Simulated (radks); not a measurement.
Question: Species: Hg+. Configuration: [Xe] 4f14 5d10 6s1 (the NIST ground configuration). Method: Dirac Kohn-Sham, LDA (Slater exchange, Perdew-Zunger correlation), spin-unpolarised, spherical densities, point nucleus; computed with a radial shooting solver on a logarithmic mesh with Libxc functionals.

Spin-orbit splittings of the eigenvalues, e(l+1/2) - e(l-1/2), with zeta = 2 splitting/(2l+1) and mean radii in bohr:

| shell | occ. | splitting (eV) | zeta (eV) | <r> j=l-1/2 | <r> j=l+1/2 |
|---|---|---|---|---|---|
| 2p | 6 | 1946 | 1297 | 0.05694 | 0.06561 |
| 3p | 6 | 431.0 | 287.3 | 0.1705 | 0.1864 |
| 3d | 10 | 92.39 | 36.96 | 0.1622 | 0.1670 |
| 4p | 6 | 104.3 | 69.54 | 0.4012 | 0.4357 |
| 4d | 10 | 19.45 | 7.778 | 0.4427 | 0.4539 |
| 4f | 14 | ? | ? | 0.4793 | 0.4861 |
| 5p | 6 | 18.47 | 12.31 | 0.9707 | 1.069 |
| 5d | 10 | 1.887 | 0.7550 | 1.438 | 1.500 |

Estimate the 4f splitting.

Answer: 4.197 eV (zeta = 1.199 eV).
